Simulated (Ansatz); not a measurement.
Born–Oppenheimer molecular dynamics of H$_{6}$W (7 atoms, charge 0, multiplicity 1). It goes on from the last frame of an earlier run, with new velocities.

All numbers below come from RKS B3LYP/def2-SVP (Ansatz).

```json
{"ensemble": "NVE (velocity Verlet)", "time step": "0.5 fs", "steps asked": "166", "starting velocities drawn for": "2000 K", "seed": "333279"}
```

Frames 1 fs apart, positions in Å.

Velocities at 5.0 fs (Å/ps):

```
W 0.13 -1.67 -0.78
H 41.74 20.87 -33.13
H -62.48 91.31 10.57
H 17.37 -9.85 90.74
H -29.03 103.39 -39.52
H -11.98 48.84 46.14
H 20.60 50.58 68.06
```

```xyz
7
Properties=species:S:1:pos:R:3 time_fs=5.0 energy_less_start_eV=-1.334 T=4062
W -0.016 0.022 0.013
H 1.501 0.433 0.571
H 0.602 -1.716 -0.536
H -0.715 0.394 -1.661
H -0.096 -1.826 0.988
H 0.037 -0.466 -1.451
H 1.667 -0.805 -0.212
7
Properties=species:S:1:pos:R:3 time_fs=6.0 energy_less_start_eV=-1.826 T=4821
W -0.016 0.020 0.012
H 1.545 0.459 0.539
H 0.537 -1.615 -0.522
H -0.698 0.386 -1.565
H -0.129 -1.712 0.944
H 0.029 -0.423 -1.422
H 1.679 -0.751 -0.146
7
Properties=species:S:1:pos:R:3 time_fs=7.0 energy_less_start_eV=-2.311 T=5560
W -0.016 0.018 0.011
H 1.590 0.495 0.507
H 0.466 -1.502 -0.502
H -0.688 0.383 -1.462
H -0.170 -1.580 0.894
H 0.034 -0.395 -1.434
H 1.674 -0.688 -0.084
7
Properties=species:S:1:pos:R:3 time_fs=8.0 energy_less_start_eV=-2.466 T=5788
W -0.015 0.016 0.011
H 1.631 0.538 0.474
H 0.393 -1.390 -0.483
H -0.692 0.389 -1.365
H -0.221 -1.434 0.840
H 0.053 -0.382 -1.486
H 1.656 -0.618 -0.028
7
Properties=species:S:1:pos:R:3 time_fs=9.0 energy_less_start_eV=-1.987 T=5055
W -0.015 0.014 0.011
H 1.666 0.585 0.440
H 0.324 -1.301 -0.474
H -0.717 0.405 -1.286
H -0.282 -1.290 0.792
H 0.087 -0.379 -1.565
H 1.628 -0.544 0.023
7
Properties=species:S:1:pos:R:3 time_fs=10.0 energy_less_start_eV=-1.306 T=4028
W -0.014 0.012 0.012
H 1.689 0.635 0.406
H 0.265 -1.263 -0.483
H -0.770 0.435 -1.237
H -0.358 -1.169 0.764
H 0.134 -0.379 -1.654
H 1.597 -0.470 0.066
7
Properties=species:S:1:pos:R:3 time_fs=11.0 energy_less_start_eV=-1.396 T=4168
W -0.013 0.011 0.012
H 1.699 0.685 0.372
H 0.221 -1.293 -0.517
H -0.850 0.477 -1.217
H -0.455 -1.097 0.772
H 0.190 -0.378 -1.738
H 1.571 -0.400 0.100
7
Properties=species:S:1:pos:R:3 time_fs=12.0 energy_less_start_eV=-2.231 T=5433
W -0.012 0.011 0.013
H 1.695 0.734 0.341
H 0.188 -1.380 -0.571
H -0.949 0.530 -1.218
H -0.577 -1.083 0.823
H 0.253 -0.374 -1.807
H 1.558 -0.340 0.122
7
Properties=species:S:1:pos:R:3 time_fs=13.0 energy_less_start_eV=-2.816 T=6330
W -0.011 0.010 0.013
H 1.676 0.782 0.314
H 0.162 -1.497 -0.632
H -1.056 0.589 -1.230
H -0.721 -1.107 0.907
H 0.318 -0.367 -1.857
H 1.565 -0.291 0.131
7
Properties=species:S:1:pos:R:3 time_fs=14.0 energy_less_start_eV=-2.734 T=6214
W -0.009 0.010 0.013
H 1.643 0.828 0.293
H 0.140 -1.618 -0.691
H -1.162 0.649 -1.242
H -0.872 -1.146 1.005
H 0.384 -0.357 -1.883
H 1.593 -0.254 0.126
7
Properties=species:S:1:pos:R:3 time_fs=15.0 energy_less_start_eV=-2.234 T=5449
W -0.008 0.010 0.013
H 1.597 0.872 0.278
H 0.121 -1.728 -0.742
H -1.259 0.707 -1.248
H -1.021 -1.182 1.104
H 0.448 -0.343 -1.885
H 1.638 -0.227 0.107
7
Properties=species:S:1:pos:R:3 time_fs=16.0 energy_less_start_eV=-1.627 T=4516
W -0.007 0.010 0.013
H 1.541 0.913 0.270
H 0.105 -1.820 -0.781
H -1.341 0.760 -1.244
H -1.159 -1.207 1.195
H 0.507 -0.326 -1.862
H 1.692 -0.208 0.075
```

Of the whole run (83 fs, mean temperature of the second half 3505 K): The conserved energy stayed within 2.5 meV per atom of its start (net change -1.4 meV per atom), so the integration is sound. The system heated up, since it started high on the potential surface and ran downhill. A run of 0.083 ps of so small a system gives no equilibrium averages. The orbitals stay closed-shell, which can raise the energy where a bond breaks towards radicals; this wasn't checked here.

Run time: 7.4 min on 1 thread of Arm Neoverse V1, with other jobs on the host, peak memory 0.11 GiB.
